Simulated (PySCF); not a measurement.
**Polarisability and C₆ of Tc (technetium, neutral)**

[Kr] 4d5 5s1 5p1, high-spin 8P determinant (an excited configuration). All numbers are calculated (PySCF 2.14, a scalar-relativistic core potential, in aug-cc-pVTZ-PP with ECP28MDF). Coupled (time-dependent) response in atomic units; α is the mean over directions.

```tsv
method	mean α (bohr³)	α xx, yy, zz	C₆ (like pair)	S(−4)
HSE06	112.3	90.69, 155.4, 90.69	1339	8474
M06-2X	94.20	82.44, 117.7, 82.44	1103	5142
```

S(−4) is the Cauchy moment in α(ω) = α(0) + S(−4) ω² + …

Spin-orbit coupling is absent.

α(iu) at M06-2X:

```
u (hartree)  α(iu) (bohr³)
          0          94.20
     0.0500          83.47
      0.100          64.53
      0.200          37.78
      0.300          24.55
      0.500          13.45
      0.750          8.215
       1.00          5.737
       1.50          3.361
       2.00          2.227
       3.00          1.178
       5.00         0.4833
```

The components differ because the open shell of this determinant is not spherical; for a pure term their mean is the scalar polarisability.

Energies and moments cover only the electrons outside the core potential.
